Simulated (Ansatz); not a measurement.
Computed with Ansatz on PBE0-D4/def2-TZVP structures; ΔE is electronic, products minus reactants. CCSD(T)/CBS adds triple-zeta CCSD(T) − MP2 to the extrapolated MP2 energy (def2 sets, frozen cores). Functionals use def2-TZVPP. For Se outer-core shells are correlated without core-valence functions, which leaves a few kJ/mol of doubt a bond. Scalar relativity is left out up to krypton. Each species was taken in one conformer, which may not be the lowest.

Consider the ligand exchange at a P–O bond: `[SiH3]OP` + `SC=[Se]` → `PSC=[Se]` + `O[SiH3]`.

```csv
species,B97M-V energy (Eh)
`[SiH3]OP`,-708.97490
`SC=[Se]`,-2838.51816
`PSC=[Se]`,-3180.40197
`O[SiH3]`,-367.09867
```

Question: Work out ΔE.

Answer: ΔE = (-3180.40197) + (-367.09867) − (-708.97490) − (-2838.51816) = -0.00758 Eh = -19.9 kJ/mol. CCSD(T)/CBS gives -20.6 kJ/mol.

Question: What do rigid-rotor, harmonic-oscillator terms from PBE0-D4/def2-TZVP frequencies (298.15 K, 1 bar) make of the CCSD(T)/CBS value? (An estimate is asked.)

Answer: Computed: ΔZPE = +2.8 kJ/mol, ΔH = -17.2 kJ/mol, ΔS = -14 J/(mol·K), ΔG = -13.1 kJ/mol. Modes under 50 cm⁻¹ make the entropy rough.

Largest T1 diagnostic among the species: 0.017.

In def2-TZVPP, CCSD(T) changes the Hartree–Fock value by −20.2 kJ/mol (the triples alone add −4.4 kJ/mol) and MP2 by −27.1 kJ/mol. At CCSD(T), def2-SVP lies +12.9 kJ/mol from the extrapolated value and def2-TZVPP +4.2 kJ/mol. From BLYP to BHLYP (50 % exact exchange), in def2-TZVPP and without D4, ΔE moves by +9.9 kJ/mol.
